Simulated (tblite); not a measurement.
Input of a run (GFN2-xTB geometry optimisation, gas phase (tblite 0.8.0)), started from a force field or distance geometry:
```
{"job": {"kind": "relax", "xc": "GFN2-xTB", "basis": "xTB"}, "charge": 0, "multiplicity": 1}
O      4.119600    -0.447100     0.148500
C      2.977500    -0.182700    -0.270100
C      1.732000    -0.746600     0.361400
C      1.067500     0.343000     1.165200
C     -0.089700     0.976200     0.948200
Si    -1.284500     0.801300    -0.449000
Si    -3.030300    -0.583000     0.135100
H      2.839000     0.501200    -1.109700
H      1.096900    -1.138000    -0.442200
H      1.982200    -1.585500     1.012100
H      1.618500     0.610600     2.072700
H     -0.407500     1.732600     1.656100
H     -1.792100     2.154000    -0.792500
H     -0.551700     0.266200    -1.635300
H     -4.005100    -0.696300    -0.980900
H     -2.531100    -1.947300     0.478900
H     -3.748000    -0.046300     1.330400
```

Output (eV, eV/Å):
```
step      E/eV     max force
  0    -574.29095    3.470
  1    -574.31487    4.464
  2    -574.42106    0.427
  3    -574.43341    0.286
  4    -574.45158    0.293
  5    -574.45689    0.212
  6    -574.46384    0.309
  7    -574.46902    0.243
  8    -574.47314    0.214
  9    -574.47663    0.144
 10    -574.47877    0.116
 11    -574.48048    0.116
 12    -574.48211    0.133
 13    -574.48347    0.096
 14    -574.48431    0.067
 15    -574.48484    0.058
 16    -574.48533    0.059
 17    -574.48584    0.056
 18    -574.48628    0.048
 19    -574.48672    0.065
 20    -574.48725    0.072
 21    -574.48785    0.057
 22    -574.48838    0.052
 23    -574.48873    0.040
 24    -574.48900    0.055
 25    -574.48928    0.053
 26    -574.48957    0.038
 27    -574.48985    0.034
 28    -574.49012    0.036
 29    -574.49037    0.041
 30    -574.49062    0.045
 31    -574.49084    0.034
 32    -574.49104    0.032
 33    -574.49124    0.042
 34    -574.49147    0.045
 35    -574.49172    0.045
 36    -574.49199    0.040
 37    -574.49228    0.049
 38    -574.49255    0.043
 39    -574.49278    0.031
 40    -574.49297    0.036
 41    -574.49315    0.040
 42    -574.49337    0.050
 43    -574.49367    0.045
 44    -574.49402    0.045
 45    -574.49441    0.047
 46    -574.49483    0.047
 47    -574.49525    0.048
 48    -574.49564    0.053
 49    -574.49604    0.054
 50    -574.49646    0.063
 51    -574.49689    0.069
 52    -574.49729    0.054
 53    -574.49764    0.068
 54    -574.49799    0.067
 55    -574.49835    0.061
 56    -574.49869    0.062
 57    -574.49898    0.037
 58    -574.49915    0.080
 59    -574.49940    0.112
 60    -574.49962    0.087
 61    -574.50011    0.030
 62    -574.50021    0.030
 63    -574.50038    0.023
 64    -574.50046    0.024
 65    -574.50061    0.030
 66    -574.50076    0.032
 67    -574.50097    0.041
 68    -574.50125    0.054
 69    -574.50164    0.063
 70    -574.50210    0.077
 71    -574.50260    0.066
 72    -574.50305    0.061
 73    -574.50343    0.044
 74    -574.50380    0.048
 75    -574.50415    0.046
 76    -574.50439    0.038
 77    -574.50442    0.125
 78    -574.50475    0.044
 79    -574.50501    0.036
 80    -574.50544    0.066
 81    -574.50575    0.046
 82    -574.50597    0.044
 83    -574.50619    0.047
 84    -574.50656    0.054
 85    -574.50715    0.072
 86    -574.50776    0.052
 87    -574.50812    0.035
 88    -574.50832    0.029
 89    -574.50846    0.023
 90    -574.50860    0.029
 91    -574.50878    0.024
 92    -574.50894    0.024
 93    -574.50903    0.023
 94    -574.50909    0.019
 95    -574.50915    0.018
 96    -574.50922    0.020
 97    -574.50931    0.025
 98    -574.50938    0.021
 99    -574.50942    0.022
100    -574.50944    0.017
101    -574.50946    0.013
102    -574.50950    0.015
103    -574.50954    0.013
104    -574.50957    0.013
105    -574.50958    0.010
106    -574.50960    0.010
```

Task: Summarise the run.

Result: The energy falls by 0.219 eV over 106 L-BFGS steps, the largest force on an atom goes from 3.47 to 0.010 eV/Å, and the atoms move by 0.319 Å rms after alignment. The bond that changes most is O1=C2 (aldehyde oxygen to aldehyde carbon), which shortens by 0.048 Å. Bonds longer at the end by more than 0.005 Å: 3 of 16; shorter: 10. Among the angles that change most is C3–C4–C5, from 129.6° to 124.8°. Among the dihedrals that turn most is H10–C3–C4–C5, from -128° to -148°. The energy never rose by more than 1e-5 eV on the way. The first step brought 11 % of the lowering.

Task: What are the final bond lengths?

Result: O1=C2 1.197 Å, C2–C3 1.506 Å, C3–C4 1.501 Å, C4=C5 1.327 Å, C5–Si6 1.886 Å, Si6–Si7 2.315 Å, C2–H8 1.108 Å, C3–H9 1.091 Å, C3–H10 1.091 Å, C4–H11 1.084 Å, C5–H12 1.084 Å, Si6–H13 1.470 Å, Si6–H14 1.472 Å, Si7–H15 1.465 Å, Si7–H16 1.467 Å, Si7–H17 1.465 Å. Numbering counts from 1 in the input's order; the species is `O=CC/C=C\[SiH2][SiH3]`.

Hardware: an Arm Neoverse V1 with one thread, on a shared host. Cost: 0.76 s.

Its lowest GFN2-xTB frequency is 12 cm⁻¹, too small to tell a flat minimum from a shallow saddle. One conformer, not necessarily the lowest. 3 starts were optimised and ended at 0.00, 0.07 and 1.15 kcal/mol (GFN2-xTB); the lowest of these is shown.

All values are computed, not measured.
